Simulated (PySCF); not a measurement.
`CC[C@@H](C)[Si@H](N)P`, C4H14NPSi

Geometry:
| atom | x (Å) | y (Å) | z (Å) |
| --- | --- | --- | --- |
| C1 | -2.500 | -0.845 | 0.151 |
| C2 | -0.977 | -0.827 | 0.229 |
| C3 | -0.345 | 0.481 | -0.251 |
| C4 | -0.739 | 1.660 | 0.632 |
| Si5 | 1.556 | 0.280 | -0.318 |
| N6 | 1.905 | -0.806 | -1.610 |
| P7 | 2.234 | -0.829 | 1.511 |
| H8 | -2.830 | -0.603 | -0.857 |
| H9 | -2.877 | -1.833 | 0.407 |
| H10 | -2.940 | -0.129 | 0.841 |
| H11 | -0.665 | -1.011 | 1.263 |
| H12 | -0.585 | -1.645 | -0.379 |
| H13 | -0.709 | 0.682 | -1.264 |
| H14 | -1.812 | 1.836 | 0.605 |
| H15 | -0.450 | 1.470 | 1.665 |
| H16 | -0.243 | 2.571 | 0.302 |
| H17 | 2.177 | 1.618 | -0.448 |
| H18 | 1.601 | -0.580 | -2.543 |
| H19 | 2.795 | -1.275 | -1.637 |
| H20 | 3.536 | -0.365 | 1.463 |
| H21 | 1.859 | 0.168 | 2.394 |

Computed, not measured: TDDFT PBE0/def2-SVPD circular dichroism and optical rotation, one conformer, gas phase (PySCF). Geometry: GFN2-xTB.

The molecule is flexible and this is one conformer; a measurement averages over conformers. States above about 7.1 eV (minus the energy of the highest occupied orbital) lie near or above the ionisation threshold and depend on the basis.

(1) Draw the ECD and absorption spectra from the lowest 8 states, each a Gaussian of half-width 0.25 eV at 1/e height.

Answers

(1) 
```csv
E (eV),λ (nm),Δε (L mol⁻¹ cm⁻¹),ε (L mol⁻¹ cm⁻¹)
5.65,220,+0.18,9.21
5.75,216,+0.75,39.6
5.85,212,+2.27,126
5.95,209,+4.96,297
6.05,205,+7.74,534
6.15,202,+8.50,752
6.25,198,+6.35,882
6.35,195,+3.05,999
6.45,192,+0.97,1450
6.55,189,+0.96,2810
6.65,187,+3.05,5580
6.75,184,+7.67,9410
6.85,181,+13.37,12900
6.95,178,+15.36,14400
```
Δε uses R in velocity form, ε uses f in length form. Only the states computed contribute, so the short-wavelength end is incomplete.
